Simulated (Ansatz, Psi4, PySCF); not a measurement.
IK (SMILES [K][I]), singlet, geometry from GFN2-xTB (such geometries of metal compounds can be far from the true shape) (all electrons, no relativity). Base run: B97M-V/STO-3G (PySCF).

Geometry (Å):
```xyz
2

K      0.0000     0.0000    -2.3238
I      0.0000     0.0000     0.8331
```
Charge 0, spin multiplicity 1.
All else is at PySCF's defaults.

The same geometry, method and basis name were run in Ansatz (a quantum-chemistry and plane-wave program) and Psi4 and PySCF, at each program's defaults and at the settings that a row names. The base is PySCF at its defaults. Differences at the defaults can come from grids, fitting, cores and function types together.

| code and settings | ΔE vs base (µEh) | basis functions | E (Eh) | SCF cycles | dipole (D) |
|---|---|---|---|---|---|
| PySCF, defaults (exact integrals, its default grid, spherical functions) | 0.0 | 40 | -7446.24545 | 8 | 9.29 |
| Ansatz, defaults (factorised integrals, its default grid, spherical functions) | 44.5 | 40 | -7446.24540 | - | - |
| PySCF, fine grid | 62.2 | 40 | -7446.24538 | 8 | 9.29 |
| Psi4, exact integrals, spherical functions, fine grid | 110 | 40 | -7446.24534 | 9 | 9.29 |
| Ansatz, high accuracy | 36.9 | 40 | -7446.24541 | - | - |
